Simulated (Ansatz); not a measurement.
The same ligand exchange along the group Ti, Zr, Hf.

Gas-phase electronic energies from Ansatz, PBE0-D4/def2-TZVP geometries. CBS: MP2 limit from def2 TZ/QZ plus the TZ coupled-cluster correction, frozen cores. This one scheme is used for every species. Functionals use def2-TZVPP. def2 core potentials past Kr. For Hf, Ti, Zr outer-core shells are correlated without core-valence functions, which leaves a few kJ/mol of doubt a bond. Scalar relativity is left out up to krypton. One conformer a species, not always the lowest.

| reaction | CCSD(T)/CBS(def2) (kJ/mol) |
| --- | --- |
| `C#[C][Ti]([Cl])([Cl])[Cl]` + H₂S → `[SH][Ti]([Cl])([Cl])[Cl]` + `C#C` | -71 |
| `C#[C][Zr]([Cl])([Cl])[Cl]` + H₂S → `[SH][Zr]([Cl])([Cl])[Cl]` + `C#C` | -67 |
| `C#[C][Hf]([Cl])([Cl])[Cl]` + H₂S → `[SH][Hf]([Cl])([Cl])[Cl]` + `C#C` | ? |

Question: Fill in the missing values. (An estimate is asked.)

Answer: Ansatz gave: `C#[C][Hf]([Cl])([Cl])[Cl]` + H₂S → `[SH][Hf]([Cl])([Cl])[Cl]` + `C#C`: -61.3 kJ/mol.

Largest T1 diagnostic: 0.026, for `[SH][Ti]([Cl])([Cl])[Cl]`, so its coupled-cluster energy is less sure.
